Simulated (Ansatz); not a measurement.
GeBr2, relaxed as a singlet with RKS PBE0-D4/def2-TZVP in Ansatz, starting from the GFN2-xTB geometry. Force threshold 0.02 eV/Å.

Start:

```xyz
3

Ge   -0.520   -0.681    0.522
Br    0.115    1.514    1.123
Br    0.406   -0.832   -1.646
```

```csv
step,energy (eV),largest force component (eV/Å),SCF passes
1,-196590.1133,0.337,16
2,-196590.1188,0.053,26
3,-196590.1190,0.003,16
```

Force components are those of the run's own axes.

End:

```xyz
3

Ge   -0.5145   -0.6738    0.5167
Br    0.1128    1.5008    1.1155
Br    0.4017   -0.8270   -1.6323
```

By distances, no bond broke or formed. The bond that changes most is Ge1–Br2, from 2.36 to 2.34 Å (atoms count from 1).

No frequencies were taken in this run, so the end may be a saddle point.

Run time 17 s (4 threads of Intel Xeon on a shared host).
